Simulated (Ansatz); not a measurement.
Isolated molecules relaxed with PBE0-D4/def2-TZVP in Ansatz; ΔE leaves out vibrations. CCSD(T)/CBS is the MP2 limit (def2-TZVPP, def2-QZVPP) plus CCSD(T) − MP2 in def2-TZVPP, frozen cores. This one scheme is used for every species. Functionals use def2-TZVPP. One conformer a species, not always the lowest.

Consider the substitution at a C–O bond: `CCO[Si](O)(O)O` + `COC(=O)O` → `CCOC(=O)OC` + orthosilicic acid.

```json
{"species": "`CCO[Si](O)(O)O`", "B2PLYP energy (Eh)": "-671.43188"}
{"species": "`COC(=O)O`", "B2PLYP energy (Eh)": "-304.23041"}
{"species": "`CCOC(=O)OC`", "B2PLYP energy (Eh)": "-382.79758"}
{"species": "`O[Si](O)(O)O`", "B2PLYP energy (Eh)": "-592.86933"}
```

(1) Work out ΔE.

Largest T1 diagnostic among the species: 0.014.

## Answers

(1) ΔE = (-382.79758) + (-592.86933) − (-671.43188) − (-304.23041) = -0.00462 Eh = -0.13 eV. CCSD(T)/CBS gives -0.13 eV.

In def2-TZVPP, CCSD(T) changes the Hartree–Fock value by −0.03 eV (the triples alone add −0.01 eV) and MP2 by −0.04 eV.
